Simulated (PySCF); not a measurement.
B3LYP has the VWN-RPA correlation part, as in Gaussian. 

Cartesian coordinates (Å):
```xyz
6

C     -0.7703    -0.4243     0.2791
Si     0.6497     0.3579    -0.2354
H     -1.0390    -1.4161    -0.0609
H     -1.4660     0.0362     0.9685
H      1.0234     1.7073     0.2220
H      1.6021    -0.2609    -1.1733
```
Charge 0, multiplicity 1.

Task: What is the computed total energy, HOMO–LUMO gap and dipole moment (B3LYP-D3(BJ)/def2-TZVP run with PySCF)?

Result: 
```json
{
 "total_energy": "-329.9965 Ha",
 "HOMO–LUMO gap": "4.98 eV",
 "dipole_moment": "0.75 D"
}
```
